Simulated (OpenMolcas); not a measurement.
# Eu3+ in Cs2NaYBr6

Eu3+ with its 6 nearest bromide ions at 2.825 Å, on the Y site of Cs2NaYBr6 (a = 11.3047 Å, distance in the model lattice 2.765 Å). The rest of the host is ab initio model potentials to 7.6 Å, with orthogonalisation functions on the cations behind the ligands, and point charges beyond; the distance is set by hand and nothing relaxes. Ligand basis ANO-RCC-VDZP.
```
Eu    0.0000    0.0000    0.0000
Br    2.8250    0.0000    0.0000
Br    0.0000    2.8250    0.0000
Br   -2.8250    0.0000    0.0000
Br    0.0000   -2.8250    0.0000
Br    0.0000    0.0000    2.8250
Br    0.0000    0.0000   -2.8250
```

```json
{"Program": "OpenMolcas", "Method": "CASSCF", "Basis": "ANO-RCC-VDZP [7s6p4d2f1g]", "Scalar Hamiltonian": "DKH2, point nucleus", "Active space": "6 electrons in 7 orbitals (4f)", "State averaging": "2S+1 = 7 even, 7 roots; 2S+1 = 5 even, 77 roots kept (CI in the orbitals of an earlier block); 2S+1 = 3 even, 3 roots kept (CI in the orbitals of an earlier block)", "Spin-orbit coupling": "state interaction with AMFI integrals over the reference wave functions"}
```

The lowest spin-free states (labels of O, the rotations of Oh), above the lowest:

```tsv
State	Degeneracy	E (cm-1)	Free-ion L (%)
7T1	3	0.0	F (100)
7A2	1	186.9	F (100)
7T2	3	269.9	F (100)
5T2	3	24238	D (100)
5E	2	24306	D (100)
5T2	3	27611	L (100)
5E	2	27622	L (100)
5T1	3	27649	L (100)
5T2	3	27780	L (99)
5E	2	27860	L (100)
5T1	3	27874	L (100)
5A1	1	27894	L (100)
5T1	3	28970	G (100)
5A1	1	28972	G (100)
5E	2	28973	G (100)
5T2	3	29103	G (99)
5T1	3	33374	H (100)
5T2	3	33495	H (100)
5E	2	33562	H (100)
5T1	3	33601	H (100)
```

The lowest levels with spin-orbit coupling:

```json
{"E (cm-1)": "0.0", "Degeneracy": "1", "Label": "A1", "2S+1": "7", "J": "0.03", "|mJ| (%)": "0 (100)"}
{"E (cm-1)": "368.4", "Degeneracy": "3", "Label": "T1", "2S+1": "7", "J": "1.01", "|mJ| (%)": "1 (67)"}
{"E (cm-1)": "988.8", "Degeneracy": "2", "Label": "E", "2S+1": "7", "J": "2.01", "|mJ| (%)": "2 (50)"}
{"E (cm-1)": "1065", "Degeneracy": "3", "Label": "T2", "2S+1": "7", "J": "2.01", "|mJ| (%)": "1 (66)"}
{"E (cm-1)": "1895", "Degeneracy": "3", "Label": "T2", "2S+1": "7", "J": "3.01", "|mJ| (%)": "1 (42)"}
{"E (cm-1)": "1902", "Degeneracy": "1", "Label": "A2", "2S+1": "7", "J": "3.01", "|mJ| (%)": "2 (100)"}
{"E (cm-1)": "1937", "Degeneracy": "3", "Label": "T1", "2S+1": "7", "J": "3.01", "|mJ| (%)": "3 (42)"}
{"E (cm-1)": "2857", "Degeneracy": "3", "Label": "T2", "2S+1": "7", "J": "4.00", "|mJ| (%)": "3 (58)"}
{"E (cm-1)": "2910", "Degeneracy": "1", "Label": "A1", "2S+1": "7", "J": "4.01", "|mJ| (%)": "0 (58)"}
{"E (cm-1)": "2963", "Degeneracy": "3", "Label": "T1", "2S+1": "7", "J": "4.01", "|mJ| (%)": "1 (58)"}
{"E (cm-1)": "3009", "Degeneracy": "2", "Label": "E", "2S+1": "7", "J": "4.01", "|mJ| (%)": "2 (50)"}
{"E (cm-1)": "4015", "Degeneracy": "3", "Label": "T2", "2S+1": "7", "J": "5.01", "|mJ| (%)": "2 (33)"}
{"E (cm-1)": "4024", "Degeneracy": "3", "Label": "T1", "2S+1": "7", "J": "5.00", "|mJ| (%)": "3 (60)"}
{"E (cm-1)": "4054", "Degeneracy": "2", "Label": "E", "2S+1": "7", "J": "5.00", "|mJ| (%)": "2 (50)"}
{"E (cm-1)": "4146", "Degeneracy": "3", "Label": "T1", "2S+1": "7", "J": "5.01", "|mJ| (%)": "1 (34)"}
{"E (cm-1)": "5238", "Degeneracy": "2", "Label": "E", "2S+1": "7", "J": "6.00", "|mJ| (%)": "0 (44)"}
{"E (cm-1)": "5246", "Degeneracy": "3", "Label": "T2", "2S+1": "7", "J": "6.00", "|mJ| (%)": "1 (54)"}
{"E (cm-1)": "5286", "Degeneracy": "1", "Label": "A2", "2S+1": "7", "J": "6.00", "|mJ| (%)": "2 (69)"}
{"E (cm-1)": "5317", "Degeneracy": "3", "Label": "T2", "2S+1": "7", "J": "6.01", "|mJ| (%)": "5 (35)"}
{"E (cm-1)": "5332", "Degeneracy": "3", "Label": "T1", "2S+1": "7", "J": "6.01", "|mJ| (%)": "4 (33)"}
```

Powder χT (cm3 K/mol): 0.0112 at 2 K, 0.0558 at 10 K, 0.279 at 50 K, 0.558 at 100 K, 1.02 at 200 K, 1.32 at 300 K. The effective moment at 300 K is 2.828 √(χT) = 3.24 μB.

Hund's rules give f6 a J = 0 ground level with no moment of its own; the computed χT of 1.315 cm3 K/mol at 300 K comes from higher levels.

Metal share of the active 4f orbitals (Löwdin): 100, 100, 100, 100, 100, 100, 100 %; Mulliken charge of the metal 1.39.

High states are left out of the spin-orbit mixing, which shifts the levels that they would mix with. Without dynamic correlation the ligand-field splitting of an f shell can come out too small, at times by half. The first state left out of the spin-orbit step lies near 46000 cm-1 above the lowest spin-free state of the reference (among the parities and spins computed), and the lists stop at four fifths of that energy or lower. No measured value stands beside these numbers; the geometry was set by hand and not optimised.

The RASSCF and RASSI steps took 3.5 min on 1 thread of Intel(R) Xeon(R) Platinum 8488C (Sapphire Rapids), with other jobs on the host; the integral step is not counted.
